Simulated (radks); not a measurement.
Problem. Species: Sn II. Configuration: [Kr] 4d9.5 5s2 5p1 5d0.5 (fractional occupations, a model configuration). Calculated with a radial shooting solver on a logarithmic mesh with Libxc functionals: Dirac Kohn-Sham, PBE, spin-unpolarised, spherical densities, finite nucleus; open shells fill j = l - 1/2 first; Fermi nuclear charge, rms radius 4.6519 fm.

Spin-orbit splittings of the eigenvalues, e(l+1/2) - e(l-1/2), with zeta = 2 splitting/(2l+1) and mean radii in bohr:

shell  occ.  splitting (eV)  zeta (eV)  <r> j=l-1/2  <r> j=l+1/2
2p        6           230.6      153.8       0.1058       0.1112
3p        6           42.12      28.08       0.3299       0.3411
3d       10           8.695      3.478       0.3125       0.3160
4p        6               ?          ?       0.8627       0.8919
4d      9.5           1.073     0.4293        1.072        1.085
5p        1          0.6616     0.4410        2.691        2.790
5d      0.5         0.03379    0.01352        5.029        5.074

Estimate the 4p splitting.

Solution. 7.627 eV (zeta = 5.084 eV).
